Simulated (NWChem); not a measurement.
BeH2S; SMILES [BeH][SH]

Computed with NWChem. Each level has its own optimisation; frequencies are unscaled.

| level | r Be–H (Å) | r Be–S (Å) | r H–S (Å) | highest harmonic frequency (cm⁻¹) | lowest (cm⁻¹) | zero-point energy (kcal/mol) |
|---|---|---|---|---|---|---|
| Hartree-Fock/3-21G | 1.330 | 1.937 | 1.353 | 2634 | 480 | 10.5 |
| B3LYP/def2-TZVP | 1.326 | 1.906 | 1.347 | 2658 | 444 | 10.3 |
| LDA (Slater exchange, VWN5)/def2-SVP | [?] | 1.903 | [?] | [?] | [?] | 10.0 |
| CAM-B3LYP/def2-SVP | 1.325 | 1.906 | 1.353 | 2692 | 461 | 10.4 |
| PBE0/def2-SVP | 1.333 | 1.916 | 1.354 | 2697 | 436 | 10.3 |

### Question
Fill in the missing entries.

### Answer

- LDA (Slater exchange, VWN5)/def2-SVP, r Be–H (Å): 1.345
- LDA (Slater exchange, VWN5)/def2-SVP, r H–S (Å): 1.369
- LDA (Slater exchange, VWN5)/def2-SVP, highest harmonic frequency (cm⁻¹): 2592
- LDA (Slater exchange, VWN5)/def2-SVP, lowest (cm⁻¹): 409
